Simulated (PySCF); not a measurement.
C2H10FNSi2, SMILES [SiH2](CN)C[SiH2]F.

Coordinates come from a B3LYP-D3(BJ)/def2-SVP optimisation. The structure was generated by enumeration, and PubChem lists no compound with its InChIKey, so it may never have been made. The values are those of a single conformer.

Level of theory: PBE/def2-TZVP (PySCF).

The molecule is in vacuum.

| Item | Result |
|---|---|
| total energy | -815.40759 hartree |
| highest occupied level | -5.50 eV |
| lowest empty level | -0.60 eV |
| orbital gap | 4.90 eV |
| dipole moment | 3.36 D |
| quadrupole, principal values (traceless, Buckingham form, about the centre of nuclear charge) | -5.80, 0.21, 5.60 D·Å |
| mean static polarisability | 88.3 bohr³ (13.08 Å³) |
| polarisability, principal values | 74.1, 78.6, 112.2 bohr³ |
